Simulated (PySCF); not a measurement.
C3H9Cl3OSi2

C3H9Cl3OSi2 is a molecule, neutral, singlet. The structure, one conformer, was relaxed in the gas phase by PBE0-D3(BJ)/def2-SVP. No frequency run checks that it is a minimum.

SMILES: C[Si](C)(C)O[Si](Cl)(Cl)Cl

| atom | x (Å) | y (Å) | z (Å) |
| --- | --- | --- | --- |
| C1 | -1.084 | 1.126 | -0.938 |
| Si2 | -0.421 | -0.123 | 0.286 |
| C3 | -1.512 | -1.629 | 0.420 |
| C4 | -0.074 | 0.659 | 1.945 |
| O5 | 1.068 | -0.688 | -0.312 |
| Si6 | 2.315 | -0.200 | -1.208 |
| Cl7 | 1.835 | -0.236 | -3.196 |
| Cl8 | 3.914 | -1.421 | -0.890 |
| Cl9 | 2.840 | 1.723 | -0.721 |
| H10 | -1.179 | 0.683 | -1.942 |
| H11 | -0.412 | 1.994 | -1.013 |
| H12 | -2.077 | 1.491 | -0.630 |
| H13 | -2.500 | -1.365 | 0.829 |
| H14 | -1.662 | -2.092 | -0.567 |
| H15 | -1.058 | -2.380 | 1.084 |
| H16 | 0.646 | 1.484 | 1.838 |
| H17 | -0.995 | 1.064 | 2.394 |
| H18 | 0.350 | -0.077 | 2.645 |

Shieldings: GIAO PBE0/pcSseg-1. Shifts are against computed references at the same level: C TMS (σ 184.4 ppm), H TMS (σ 31.27 ppm), Si TMS (σ 352.0 ppm). Core levels by delta-SCF with SCAN, pcX-2 on the ionised atom and pcseg-1 elsewhere, spin-free X2C (2p3/2 is the spin-free 2p value less a third of a first-order spin-orbit splitting); from the vacuum level, for chosen atoms.

Q: Give the NMR and core-level values of the distinct atoms.

A: 
```json
{"atoms": "C1", "bonded to": "1 Si + 3 H", "σ (ppm)": "183.2", "δ (ppm)": "1.2", "core level (eV)": "1s 290.27"}
{"atoms": "Si2", "bonded to": "3 C + 1 O", "σ (ppm)": "320.6", "δ (ppm)": "31.4", "core level (eV)": "2p3/2 107.09"}
{"atoms": "C3", "bonded to": "1 Si + 3 H", "σ (ppm)": "183.2", "δ (ppm)": "1.2", "core level (eV)": "1s 290.30"}
{"atoms": "C4", "bonded to": "1 Si + 3 H", "σ (ppm)": "182.9", "δ (ppm)": "1.5", "core level (eV)": "1s 290.26"}
{"atoms": "O5", "bonded to": "2 Si", "σ (ppm)": "200.9", "δ (ppm)": "-", "core level (eV)": "1s 538.19"}
{"atoms": "Si6", "bonded to": "3 Cl + 1 O", "σ (ppm)": "371.6", "δ (ppm)": "-19.6", "core level (eV)": "-"}
{"atoms": "Cl7", "bonded to": "1 Si", "σ (ppm)": "786.7", "δ (ppm)": "-", "core level (eV)": "-"}
{"atoms": "Cl8", "bonded to": "1 Si", "σ (ppm)": "797.5", "δ (ppm)": "-", "core level (eV)": "-"}
{"atoms": "Cl9", "bonded to": "1 Si", "σ (ppm)": "786.2", "δ (ppm)": "-", "core level (eV)": "-"}
{"atoms": "H10 H11 H12", "bonded to": "1 C", "σ (ppm)": "30.94", "δ (ppm)": "0.33", "core level (eV)": "-"}
{"atoms": "H13 H14 H15", "bonded to": "1 C", "σ (ppm)": "31.03", "δ (ppm)": "0.24", "core level (eV)": "-"}
{"atoms": "H16 H17 H18", "bonded to": "1 C", "σ (ppm)": "30.98", "δ (ppm)": "0.29", "core level (eV)": "-"}
```

Values are those of this one static structure, with the three H of a rotating XH3 group averaged; atoms that internal rotation interchanges would show their mean in an NMR spectrum.

Q: By CAM-B3LYP/def2-SVPD (TDDFT singlets, Tamm-Dancoff triplets, ionisation by delta-SCF), where does absorption start, and what does vertical ionisation take?

A: The first singlet with intensity lies at 7.88 eV (f 0.013); what lies below it is dark. The lowest singlet lies at 7.71 eV (f 0.000), the strongest of the first 6 at 8.22 eV (f 0.105), the lowest triplet at 7.26 eV; vertical ionisation takes 10.64 eV.

The 3 runs behind this took 10 min in all, one thread each of AMD EPYC 7R43 64-Core on a shared host, launched as `OMP_NUM_THREADS=1 python cluster_run.py task.json out`.
